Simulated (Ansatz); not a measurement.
Harmonic frequencies (cm⁻¹) at PBE0-D4/def2-TZVP from Ansatz: 131, 140, 244, 260, 453, 515, 635, 664, 702, 794, 913, 922, 956, 1024, 1150, 1338, 2128, 2232, 2234, 2250, 3479.

Each molecule was computed in one conformer, which needn't be the lowest.

(1) Which molecule is it?
A. `C[SiH]1N=C1F`
B. `N=C=C(F)[SiH3]`
C. `N=C1[SiH2]C1F`
D. `FC1=N[SiH2]C1`

Answers

(1) B.
